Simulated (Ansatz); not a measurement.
Relaxation of BCl$_{2}$FH$_{5}$N (10 atoms, charge 0, multiplicity 1), to a largest force component of 0.03 eV/Å in at most 50 steps.

All numbers below come from Ansatz 0.2.0, UKS PBE-D4/STO-3G.

```xyz
10
Properties=species:S:1:pos:R:3:forces:R:3
B -0.947 0.520 -1.268 -0.04 -0.82 0.82
H 0.030 1.156 -1.226 0.37 0.26 -0.01
Cl -1.029 -0.859 -2.397 0.00 0.00 0.00
Cl -2.419 1.145 -0.478 0.00 0.00 0.00
H 0.943 -0.540 1.273 1.00 0.65 0.13
N 0.024 -0.923 0.944 -1.11 0.25 -1.12
H 1.555 1.284 -0.063 -1.62 0.50 -1.71
F 2.207 1.090 0.616 1.41 -0.83 1.88
H 0.220 -1.956 0.786 0.00 0.00 0.01
H -0.584 -0.915 1.814 0.01 -0.01 0.00
```

**Question.** Where does it end, and by what steps?

**Answer.** The forces met the threshold. Limits of this set-up: minimal basis. After 14 steps the energy has fallen by 3.035 eV; B1 moved furthest, 0.73 Å. Joined: B1–N6.

```
step  energy less start (eV)  largest force component (eV/Å)  accepted
   0                  0.0000                           1.883       yes
   1                 -0.4355                           0.835       yes
   2                 -1.0345                           1.401       yes
   3                 -1.9331                           2.008       yes
   4                 -2.6243                           3.017       yes
   5                 -2.9545                           0.845       yes
   6                 -2.9594                           1.126       yes
   7                 -2.9925                           0.567       yes
   8                 -2.9581                           0.960        no
   9                 -3.0282                           0.192       yes
  10                 -3.0326                           0.073       yes
  11                 -3.0339                           0.064       yes
  12                 -3.0348                           0.089       yes
  13                 -3.0349                           0.065       yes
  14                 -3.0352                           0.021       yes
```

```xyz
10
Properties=species:S:1:pos:R:3
B -0.673 0.168 -0.694
H 0.146 1.013 -0.962
Cl -0.819 -1.065 -2.078
Cl -2.260 0.953 -0.127
H 0.917 -0.113 0.839
N -0.069 -0.640 0.593
H 1.501 1.198 -0.076
F 1.913 0.753 0.738
H 0.086 -1.660 0.358
H -0.742 -0.605 1.409
```

Whether the end is a true minimum wasn't checked by a vibrational analysis.

Time of the run: 64 s on 1 thread of Intel(R) Xeon(R) Processor @ 2.70GHz, with other jobs on the host, peak memory 0.18 GiB.
